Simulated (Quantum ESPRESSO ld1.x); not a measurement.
Values are calculated unless marked as measured or tabulated.
Species: He+. Configuration: 2p1 (not the ground configuration).

Code: ld1.x of Quantum ESPRESSO 7.5. Model: scalar-relativistic Kohn-Sham, LDA (Slater exchange, Perdew-Zunger correlation), spin-polarised, spherical densities, point nucleus; open shells are filled with parallel spins first.

Energy parts (Ry):
total: -0.9833
kinetic: 0.9658
electron-nucleus: -1.9655
Hartree: 0.3573
exchange-correlation: -0.3408

Orbitals (lengths in bohr, moments of r in powers of bohr):
| orbital | occ. | eigenvalue (Ry) | <1/r> | <r> |
|---|---|---|---|---|
| 2p up | 1 | -0.73379 | 0.4914 | 2.542 |
| 2p down | 0 | -0.53101 | 0.4282 | 2.972 |

The highest occupied level is 2p up at -9.984 eV. The density falls to 0.001 e/bohr^3 at r = 3.64 bohr.

Run on one thread of a shared host, so times are rough (Intel(R) Xeon(R) Processor @ 2.60GHz): 0.57 s of CPU time, 0.6 s wall, 21 iterations on 1663 mesh points.
